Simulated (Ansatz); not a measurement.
Other settings, tried on the cluster Hf₄ (the lowest singlet isomer of a short search).

```yaml
crystal:
  periodic: [false, false, false]
  atoms:
    - {symbol: Hf, position_ang: [-0.987597, -1.227739, -0.656299]}
    - {symbol: Hf, position_ang: [0.940539, 0.698107, -1.241571]}
    - {symbol: Hf, position_ang: [1.029407, -0.670497, 1.185039]}
    - {symbol: Hf, position_ang: [-0.982349, 1.200129, 0.712831]}
basis:
  gaussian: {orbitals: def2-SVPD, point_charges: [{charge: 0.50, position_ang: [3.906, 0.485, 0.336]}]}
magnetization: {spin_polarized: true, initial_magnetization: 0}
hamiltonian: {xc: {name: HF}}
correlation: {method: rpa}
```

```sh
$ ansatz run in.yaml --threads 4 --pin off --events-out ev --progress --plain --max-ram 3916MiB
```

Output, abridged:

```
Functional definition: HF
1280 factors; integrals over basis functions are off by at most 5.3e-4 eV
mean field evaluation 1: about -5149.5353 eV, gradient 3.3e1 eV
mean field evaluation 2: about -5149.5421 eV, gradient 3.3e1 eV
mean field evaluation 4: about -5154.7633 eV, gradient 9.9e0 eV
mean field evaluation 8: about -5155.5874 eV, gradient 5.1e-1 eV
mean field evaluation 16: about -5155.6007 eV, gradient 6.5e-2 eV
mean field evaluation 32: about -5155.6015 eV, gradient 1.3e-3 eV
mean field evaluation 64: about -5157.2806 eV, gradient 1.6e-2 eV
mean field evaluation 96: about -5052.9819 eV, gradient 1.1e3 eV
mean field evaluation 128: about -5052.7806 eV, gradient 9.1e2 eV
mean field evaluation 160: about -5057.2018 eV, gradient 1.2e3 eV
mean field evaluation 192: about -5058.0848 eV, gradient 8.3e2 eV
mean field evaluation 224: about -5057.1654 eV, gradient 1.1e3 eV
mean field evaluation 256: about -5050.0932 eV, gradient 1.2e3 eV
mean field evaluation 288: about -5062.4730 eV, gradient 1.1e3 eV
mean field evaluation 320: about -5057.9801 eV, gradient 9.1e2 eV
mean field evaluation 352: about -5062.3095 eV, gradient 1.1e3 eV
mean field evaluation 384: about -5062.3989 eV, gradient 8.3e2 eV
mean field evaluation 416: about -5063.5193 eV, gradient 7.2e2 eV
mean field evaluation 448: about -5057.5611 eV, gradient 1.0e3 eV
mean field evaluation 480: about -5153.7034 eV, gradient 2.8e0 eV
mean field evaluation 512: about -5153.0062 eV, gradient 7.0e0 eV
mean field evaluation 544: about -5155.5353 eV, gradient 1.2e0 eV
mean field evaluation 576: about -5154.6584 eV, gradient 1.7e0 eV
mean field evaluation 608: about -5156.2482 eV, gradient 9.5e-1 eV
mean field evaluation 640: about -5156.5757 eV, gradient 6.7e-1 eV
mean field evaluation 672: about -5157.2948 eV, gradient 9.3e-2 eV
mean field evaluation 704: about -5156.8723 eV, gradient 1.3e0 eV
mean field evaluation 736: about -5157.2414 eV, gradient 1.3e-1 eV
mean field evaluation 768: about -5157.2860 eV, gradient 3.5e-1 eV
mean field evaluation 800: about -5156.8278 eV, gradient 6.0e-1 eV
mean field evaluation 832: about -5155.5966 eV, gradient 2.8e-1 eV
mean field evaluation 864: about -5155.6015 eV, gradient 1.3e-4 eV
mean field evaluation 896: about -5157.2125 eV, gradient 1.8e-4 eV
mean field evaluation 928: about -5157.1471 eV, gradient 2.2e-1 eV
mean field -5157.29496224 eV, -189.5270941221 hartree, gradient 2.9e-6 eV, S^2 3.703547; 22 other end points of the search recorded, 0 dependent functions left out
reference -5157.29496224 eV, -189.5270941221 hartree; 24, 24 occupied and 116, 116 virtual orbitals, 1280 factors
Total energy: -5180.95268265 eV, -190.3964993114 hartree
```

It took 94 s on 4 threads of Arm Neoverse V1 on a shared host.

In the def2 sets Hf takes a core potential; there is no spin–orbit coupling. Correlated methods freeze no core orbitals; core or outer-core shells of Hf are correlated, in sets that lack core-valence functions. The unrestricted singlet has broken spin symmetry (⟨S²⟩ up to 3.70).
